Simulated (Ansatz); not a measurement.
The same ligand exchange along the group F, Cl, Br.

Isolated molecules relaxed with PBE0-D4/def2-TZVP in Ansatz; ΔE leaves out vibrations. CCSD(T)/CBS adds triple-zeta CCSD(T) − MP2 to the extrapolated MP2 energy (def2 sets, frozen cores). Functionals use def2-TZVPP. B3LYP here is the variant with VWN-RPA as its local correlation; programs differ in this. Elements past krypton have def2 core potentials. For Br, Mg, Sn outer-core shells are correlated without core-valence functions, which leaves a few kJ/mol of doubt a bond. Scalar relativity is left out up to krypton. Each species was taken in one conformer, which may not be the lowest.

| reaction | B3LYP-D4 (eV) | PBE0-D4 (eV) | LDA (SPW92) (eV) |
| --- | --- | --- | --- |
| `[F][Sn][O][SiH3]` + `[OH][Mg][O][SiH3]` → `[SiH3][O][Mg][O][SiH3]` + `[OH][Sn][F]` | -0.06 | -0.09 | -0.11 |
| `[SiH3][O][Sn][Cl]` + `[OH][Mg][O][SiH3]` → `[SiH3][O][Mg][O][SiH3]` + `[OH][Sn][Cl]` | -0.05 | -0.08 | -0.10 |
| `[SiH3][O][Sn][Br]` + `[OH][Mg][O][SiH3]` → `[SiH3][O][Mg][O][SiH3]` + `[OH][Sn][Br]` | -0.05 | -0.08 | -0.10 |

Problem. Give the CCSD(T)/CBS values in the same order. (Estimate.)

Solution. The calculation gave: -0.13, -0.13, -0.12 eV.

Largest T1 diagnostic: 0.018, for `[OH][Sn][F]`.
